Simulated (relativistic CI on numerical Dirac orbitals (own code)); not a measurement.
Hyperfine structure of Ba11+, mass number 135

Method of calculation: Dirac-Coulomb-Breit CI, KLI orbitals optimised for each configuration, model QED, unscaled Slater integrals (own radial code, finite nucleus).

Configurations in the expansion (outside the closed core [Ar] 3d10): 4s²4p⁶4d⁹, 4s²4p⁵4d¹⁰, 4s²4p⁶4d⁸4f, 4s²4p⁶4d⁸5s, 4s4p⁶4d¹⁰, 4s²4p⁶4d⁸5p, 4s²4p⁵4d⁹4f, 4s²4p⁶4d⁸5d, 4s²4p⁶4d⁷4f5s, 4s²4p⁶4d⁷5s5p, 4s4p⁶4d⁹4f, 4s²4p⁶4d⁸6s, 4s²4p⁶4d⁸5f, 4s²4p⁶4d⁸6p, 4s²4p⁶4d⁷5s², 4s²4p⁶4d⁶4f5s², 4s²4p⁶4d⁶5s²5p, 4s²4p⁵4d⁷4f5s². Double excitations out of closed p, d and f shells are left out; levels of such configurations are missing from the list, as are those of other unlisted configurations, and high levels can miss mixing partners.

Nuclear spin I = 3/2, μ = 0.8381 μN, Q = 0.153 b (tables of Stone and Pyykkö). The electronic factors are computed for point nuclear moments, without core polarisation or the Bohr-Weisskopf and QED corrections.

```
            Level  E (cm⁻¹)  A (MHz)  B (MHz)
  4s²4p⁶4d⁹ ²D5/2         0     1230     -699
  4s²4p⁶4d⁹ ²D3/2     22084     3038     -538
4s²4p⁶4d⁸5s ⁴F9/2    679510     6313     -385
4s²4p⁶4d⁸5s ⁴F7/2    686923    -2438     -315
4s²4p⁶4d⁸5s ⁴F5/2    698353     6503      240
4s²4p⁶4d⁸5s ²F7/2    704016     6854     -305
4s²4p⁶4d⁸5s ⁴P1/2    721892    32210         
4s²4p⁵4d¹⁰ ²P°3/2    726634     5853    -2820
```

Levels with J = 0, under 50 % of one LS term, or S terms without an open s electron are left out. Small factors come from cancelling terms and can be off by tens of per cent or more.

At this charge transitions that keep the count of f electrons are usually good to a few per cent. Terms inside the open d or f shell come out 10 to 20 % too wide with unscaled integrals. Levels and lines within the n = 5 or 6 shells can be off by up to 10 % or somewhat more, and those that change n by about 2 %, since core polarisation is missing. Levels that differ in their count of f electrons can be misplaced by several ten thousand cm⁻¹, since the correlation energy of f electrons is missing or only estimated; rates across such gaps can be off by orders of magnitude.

Problem. Give the hyperfine levels of 4s²4p⁶4d⁹ ²D5/2 relative to its centre of gravity.

Solution. With K = F(F + 1) − I(I + 1) − J(J + 1), E = AK/2 + B[¾K(K + 1) − I(I + 1)J(J + 1)]/[2I(2I − 1)J(2J − 1)]: F = 1: -6949, F = 2: -3929, F = 3: 76.9, F = 4: 4439 MHz.

LS names give the leading component of a level, which can be under half, so a name can repeat, a term be missing and a line seem to break the LS rules.
